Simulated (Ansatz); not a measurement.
Calculated with Ansatz (gas phase, PBE0-D4/def2-TZVP geometries, no zero-point term in ΔE). CCSD(T)/CBS is the MP2 limit (def2-TZVPP, def2-QZVPP) plus CCSD(T) − MP2 in def2-TZVPP, frozen cores. This one scheme is used for every species. One conformer a species, not always the lowest.

Reaction (ligand exchange at the Si–N bond): `O[SiH](O)N[SiH2]Cl` + `S[SiH](Cl)Cl` → `Cl[SiH2]S[SiH](Cl)Cl` + `N[SiH](O)O`

```
               species  CCSD(T)/CBS(def2) energy (Eh)
  `O[SiH](O)N[SiH2]Cl`                    -1246.82512
        `S[SiH](Cl)Cl`                    -1607.74509
`Cl[SiH2]S[SiH](Cl)Cl`                    -2357.28421
          `N[SiH](O)O`                     -497.28304
```

Problem. Work out ΔE.

Solution. ΔE = (-2357.28421) + (-497.28304) − (-1246.82512) − (-1607.74509) = 0.00296 Eh = +7.8 kJ/mol.

Largest T1 diagnostic among the species: 0.011.

The D4 term adds −4.8 kJ/mol with B3LYP and −2.8 kJ/mol with PBE0; it sums over pairs of atoms, weighted by their polarisabilities, and B3LYP, whose exchange is more repulsive, gets the larger term. In def2-TZVPP, CCSD(T) changes the Hartree–Fock value by −9.7 kJ/mol (the triples alone add −2.5 kJ/mol) and MP2 by −15.0 kJ/mol.

B3LYP here is the variant with VWN-RPA as its local correlation; programs differ in this.
